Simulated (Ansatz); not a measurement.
O₂Se, charge +1, doublet, at a GFN2-xTB geometry (a state made from the parent by changing its charge; the spin is typed, not shown lowest). Base run: PBE/pcseg-1 (Ansatz, a program for electronic structure).

The Ansatz input:
Ansatz 0.2 input:
```yaml
crystal:
  periodic: [false, false, false]
  atoms:
    - {symbol: O, position_ang: [-1.34226404, 0.45689309, 0.02344571]}
    - {symbol: Se, position_ang: [0.01210111, -0.24483605, -0.02051161]}
    - {symbol: O, position_ang: [1.29083433, 0.58366013, 0.06372865]}
basis:
  gaussian:
    orbitals: pcseg-1.json
hamiltonian:
  xc: pbe
total_charge: 1
magnetization: {spin_polarized: true, initial_magnetization: 1}
```
The basis file holds pcseg-1 in the JSON format of the Basis Set Exchange.

The base run was repeated with changes; each row names its change, and settings that it needs were set with it.

| change | basis functions | E (Eh) | core-seconds (rough) |
|---|---|---|---|
| base | 55 | -2550.67514 | 5 |
| basis = STO-3G | 28 | -2522.20086 | 2 |
| basis = 3-21G | 41 | -2538.76566 | 4 |
| basis = 6-31G | 47 | -2550.51303 | 4 |
| basis = cc-pVDZ | 55 | -2550.96780 | 5 |
| basis = def2-SVP | 60 | -2550.58136 | 6 |
| basis = def2-SV(P) | 60 | -2550.58136 | 5 |
| basis = 6-31G** | 65 | -2550.70117 | 6 |
| basis = def2-SVPD | 87 | -2550.59391 | 7 |
| basis = pcseg-2 | 103 | -2551.12134 | 9 |
| basis = pc-2 | 103 | -2551.13112 | 9 |
| basis = def2-TZVPP | 110 | -2551.07488 | 8 |
| basis = def2-QZVP | 189 | -2551.13835 | 20 |

Totals compare only among sets that treat the same electrons; sets with core potentials leave the core out.
